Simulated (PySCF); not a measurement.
From orbital energies to excitation energies

Compound: SnMe3(NEt2), C7H19NSn.
SMILES: `CC[N](CC)[Sn]([CH3])([CH3])[CH3]`

Level of theory: TDDFT B3LYP/def2-SVPD, vertical, gas phase, core orbitals frozen in the response, def2 core potentials past Kr (PySCF). Isolated species at its PBE0-D3(BJ)/def2-SVP geometry (one conformer only). Spin–orbit coupling is left out.

Orbital energies (eV): HOMO-3 -7.90, HOMO-2 -7.72, HOMO-1 -7.66, HOMO -5.37, LUMO -0.16, LUMO+1 0.68, LUMO+2 0.69.

Q: Among the lowest singlets, which states do these configurations lead, and at what energies: HOMO→LUMO+1, HOMO→LUMO+2, HOMO→LUMO?

A: 

```
state  leading configuration  weight  Δε (eV)  E (eV)  E − Δε (eV)      f  other configurations
   S1              HOMO→LUMO    0.98     5.21    4.49        -0.72  0.020                     –
   S2            HOMO→LUMO+1    0.89     6.05    5.25        -0.81  0.010                     –
   S3            HOMO→LUMO+2    0.75     6.06    5.28        -0.79  0.020           H→L+3 (16%)
```

E − Δε runs from -0.81 to -0.72 eV.  Δε is the difference of the two orbital energies.

H and L stand for HOMO and LUMO. The other states: S4 5.36 eV, f 0.0063, H→L+3 (76%), H→L+2 (15%); S5 5.58 eV, f 0.014, H→L+4 (86%); S6 6.04 eV, f 0.041, H→L+5 (97%); S7 6.13 eV, f 0.0056, H→L+6 (98%); S8 6.28 eV, f 0.041, H→L+7 (94%); S9 6.39 eV, f 0.0098, H→L+8 (89%); S10 6.50 eV, f 0.0079, H→L+9 (75%), H→L+10 (17%).

Q: Pair triplets and singlets of the same leading configuration (75% or more in both) and give the splittings.

A: 

| configuration | triplet | E(T) (eV) | singlet | E(S) (eV) | E(S) − E(T) (eV) |
| --- | --- | --- | --- | --- | --- |
| HOMO→LUMO | T1 | 4.38 | S1 | 4.49 | +0.11 |

The 4 triplets are Tamm–Dancoff values, the singlets full response.

Hardware: 2 threads, Intel Xeon 6975P-C (x86_64), no GPU (shared host). Cost: 68 s wall, 2.6 min CPU (grids of density and orbitals included), 2.2 GiB resident at most.
